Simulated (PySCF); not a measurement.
Compound: C₆H₁₁O (doublet state).
SMILES with atom numbers: `[CH3:1][CH2:2][C:3]1[CH2:4][CH2:5][CH2:6][O:7]1` (hydrogens: H8, H9, H10 on C1; H11, H12 on C2; H13, H14 on C4; H15, H16 on C5; H17, H18 on C6)

Geometry (GFN2-xTB, Å), atoms numbered from 1 in this order:
```
atom  x, y, z in Å
C1     2.382   -0.276   -0.285
C2     1.504    0.956    0.006
C3     0.055    0.642    0.044
C4    -0.626   -0.217    1.061
C5    -2.041   -0.314    0.486
C6    -1.781   -0.181   -1.018
O7    -0.633    0.627   -1.156
H8     3.429    0.013   -0.337
H9     2.267   -1.017    0.502
H10    2.094   -0.724   -1.232
H11    1.804    1.384    0.965
H12    1.673    1.699   -0.776
H13   -0.600    0.224    2.059
H14   -0.166   -1.214    1.128
H15   -2.645    0.525    0.835
H16   -2.548   -1.243    0.733
H17   -1.575   -1.165   -1.464
H18   -2.603    0.288   -1.564
```

The hyperfine couplings belong to this conformer and change with its torsions.

Level of theory: UKS B3LYP, pcH-1 on C H O, non-relativistic, mean-field spin-orbit, GIAO in PySCF 2.14.0. The structure is a single GFN2-xTB conformer in the gas phase; no vibrational or solvent corrections. A GFN2-xTB geometry isn't a minimum of the functional, and hyperfine couplings can be far from their values at a DFT geometry. Stability of the SCF solution: not tested.

(1) Break the g tensor into its mass correction, gauge correction and orbital-Zeeman/spin–orbit terms.

(2) At 33.839 GHz, how far is the centre of the isotropic spectrum from where a free electron (g = 2.002319) resonates?

(3) What effective moment and Curie constant follow for a powder?

(4) In a frozen sample, at which fields do the three g values resonate at 9.5, 34, 94 and 263 GHz (hyperfine left aside), and which band first spreads them over more than twice a line width of 1.0 mT?

## Answers

(1) 
| Δg (ppm) | 1 | 2 | 3 |
| --- | --- | --- | --- |
| relativistic mass correction | -196 | -196 | -196 |
| gauge correction | -8 | 45 | 34 |
| orbital Zeeman/spin–orbit | -46 | 1214 | 1984 |
| total | -251 | 1062 | 1822 |

So g = 2.00207, 2.00338, 2.00414 and g_iso = 2.00320; the tensor is rhombic: the two nearest values differ by 37 % of g3 − g1. Axes: g3 points within 9° of the C6–O7 bond.

(2) B = hν/(g μB) with μB/h = 13.99624 MHz/mT gives 1207.46 mT for the free electron and 1206.93 mT at g_iso, 0.53 mT lower.

(3) With the mean of g² = 4.0128 and S(S+1) = 0.75: μ_eff = √(⟨g²⟩S(S+1)) = 1.735 μB and χT = 0.12505·⟨g²⟩·S(S+1) = 0.376 cm³ K/mol (cgs; spin-Hamiltonian part alone).

(4) 
```
band    GHz  B(g3) mT  B(g2) mT  B(g1) mT  spread mT
   X    9.5    338.68    338.80    339.03       0.35
   Q   34.0   1212.10   1212.56   1213.36       1.25
   W   94.0   3351.11   3352.38   3354.57       3.47
   J  263.0   9375.97   9379.52   9385.67       9.70
```

The spread grows in proportion to the frequency. W band is the first where it exceeds 2.0 mT.

Largest spin populations (Mulliken): C3 (+0.86), O7 (+0.12) and C4 (-0.07). C3 is the only atom above +0.15. The angles at C3 add up to 354.5°, so it is nearly planar.

The HOMO–LUMO gaps are 5.00 eV among the α and 7.57 eV among the β orbitals.

Time: 2.7 min of wall time (with the writing of density and orbital grids); peak memory 1.0 GiB. Hardware: Intel Xeon at 2.50 GHz, one thread, on a shared host.
